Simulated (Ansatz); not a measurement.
BeF2 (SMILES [F][Be][F]) moved off its minimum; all values from Ansatz (a quantum-chemistry and plane-wave program), cores frozen in correlated methods.
(charge 0, multiplicity 1)
```xyz
3

Be    -0.00926     0.04799     0.09836
F     -0.00624     0.04480    -1.30153
F     -0.01329    -0.00230     1.45525
```

### Question
Give the forces (eV/Å), the total energy and the dipole at CCSD(T)/aug-cc-pVTZ.

### Answer

```
atom      Fx      Fy      Fz
----  ------  ------  ------
Be1    0.002  -0.050  -1.427
F2     0.000   0.042   0.487
F3    -0.002   0.008   0.941
```
Energy -214.3517 hartree, dipole 0.22 D.
